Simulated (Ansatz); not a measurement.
**Abstraction of H: C2H4O2 + Sb(CH3)2 → C2H3O2 + SbH(CH3)2**

Species: C2H4O2 (methyl formate) `COC=O`, singlet; Sb(CH3)2, doublet; C2H3O2 `CO[C]=O`, doublet; SbH(CH3)2, singlet. A radical takes H: the energy is the difference in strength between the C–H bond broken and the Sb–H bond made.

Shapes, held fixed at every level: PBE0-D4/def2-TZVP. Flexible molecules stand in one conformer, not always the lowest. Programs: Ansatz 0.2.0. The zero-point and thermal change to 298 K, harmonic and unscaled (PBE0-D4/def2-TZVP), is -12.2 kJ/mol.

(1) Estimate ΔH(298 K) of this reaction.

## Answers

(1) The highest level, CCSD(T)/def2-TZVPP, gives ΔH(298 K) = +132.7 kJ/mol; the levels span +129.8 to +144.1. The column of differences is taken from that level and isn't an error. No measured value is set beside it here. Open shells run unrestricted unless RO is named. For atoms past krypton def2 sets carry core potentials with scalar relativity. Correlated rows may include outer-core shells of Sb, which these sets cover unevenly.

```json
{"level": "HF/def2-SVP", "kind": "Hartree–Fock", "ΔH(298 K) (kJ/mol)": "+140.9", "less CCSD(T)/def2-TZVPP": "+8.2"}
{"level": "HF/def2-TZVPP", "kind": "Hartree–Fock", "ΔH(298 K) (kJ/mol)": "+134.8", "less CCSD(T)/def2-TZVPP": "+2.1"}
{"level": "r2SCAN0-D4/def2-TZVPP", "kind": "global hybrid", "ΔH(298 K) (kJ/mol)": "+132.0", "less CCSD(T)/def2-TZVPP": "-0.7"}
{"level": "wB97X-V/def2-TZVPP", "kind": "range-separated hybrid", "ΔH(298 K) (kJ/mol)": "+129.8", "less CCSD(T)/def2-TZVPP": "-2.9"}
{"level": "B2PLYP/def2-TZVPP", "kind": "double hybrid", "ΔH(298 K) (kJ/mol)": "+131.9", "less CCSD(T)/def2-TZVPP": "-0.8"}
{"level": "MP2/def2-SVP", "kind": "perturbation theory", "ΔH(298 K) (kJ/mol)": "+144.1", "less CCSD(T)/def2-TZVPP": "+11.4"}
{"level": "CCSD/def2-TZVPP", "kind": "coupled cluster or CI", "ΔH(298 K) (kJ/mol)": "+136.0", "less CCSD(T)/def2-TZVPP": "+3.3"}
{"level": "CCSD(T)/def2-TZVPP", "kind": "coupled cluster or CI", "ΔH(298 K) (kJ/mol)": "+132.7", "less CCSD(T)/def2-TZVPP": "0.0"}
```
